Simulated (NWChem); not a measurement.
SnCl cation, singlet; SMILES [Cl][Sn+]

```xyz
2

Sn     0.0000     0.0000    -0.5815
Cl     0.0000     0.0000     1.7130
```
Atoms are numbered in this order, from 1.

Program: NWChem. Low-valent species are run as closed-shell singlets; no triplet was tried in these runs. Structure relaxed at the PBE0/def2-SVP level. def2 effective core potentials on Sn; no spin-orbit coupling. Vertical excitations in the gas phase; the lowest state need not have the same character in each row.

For level LRC-wPBEh/def2-SVP, full TDDFT:

| Property | Result |
|---|---|
| lowest excitation, singlet (eV) | 4.72 |
| orbital gap (eV) | 9.45 |

Question: What are these values for level CAM-B3LYP/def2-SVP, full TDDFT?

Answer: The lowest excitation, singlet (eV) comes out as 4.59 and the orbital gap (eV) comes out as 8.18.
